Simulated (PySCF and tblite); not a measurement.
The numbers below are computed, except where a source is named.
System: C5H10Si2, numbered as in [SiH3:1][C:2]1=[CH:3][C@H:4]([SiH3:5])[CH:6]=[CH:7]1.

For the shift of Si5 from C4 to C6: electronic barrier 11.44 kcal/mol, zero-point change -0.16 kcal/mol, thermal and entropy terms at 200 K a further 0.29 kcal/mol (symmetry numbers apart). The minimum is C1, the saddle Cs. Geometries: PBE0-D3(BJ)/def2-SVP; energies: PBE/pcSseg-1 + D3(BJ); zero-point and thermal terms from GFN2-xTB harmonic modes (soft modes blended into free rotors). Rates follow Eyring's equation with the number of equivalent paths and no tunnelling. Run with tblite and PySCF.

(1) How many equivalent paths lead out of the minimum?

(2) Work out the rate at 200 K.

Results:

(1) 1: the symmetry number of the minimum is 1, that of the saddle displaced along its mode 1.

(2) ΔG‡ = 11.57 kcal/mol; k_B T/h = 4.2×10¹² s⁻¹; exp(−ΔG‡/RT) = 2.3×10⁻¹³; times 1 gives k = 0.95 s⁻¹. Wigner's tunnelling factor for the 258i cm⁻¹ mode would be 1.14.
